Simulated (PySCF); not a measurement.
## A thermochemical cycle for KSn

r²SCAN in PySCF with x2c-SVPall on every atom, spin-free X2C, for the lowest determinant that a PBE0 search found; no spin–orbit coupling. KSn, a quartet (σ ↑, π ↑↑), has De = 1.45 eV to neutral atoms, and KSn⁺, a triplet (σ ↑, π ↑), has De = 0.29 eV to K⁺ + Sn.

At the same level the K atom ionises at 4.24 eV.

Q: What is the adiabatic ionisation energy of the molecule, and does ionisation strengthen or weaken the bond?

A: IE = IE(K) + De(neutral) − De(ion) = 4.24 + 1.45 − 0.29 = 5.40 eV. De changes by -1.16 eV, so ionisation weakens the bond.

Weak bonds: KSn⁺. Basis-set superposition, not corrected here, can be much of De in a small basis, most of all at correlated wavefunction levels. Spin–orbit coupling is left out, which matters for elements this heavy, above all for dissociation energies. For an ion De counts to the pair picked by the measured ionisation energies or electron affinities, which need not be the lowest pair at this level. States were picked by a PBE0 search and need not be the measured ground states.
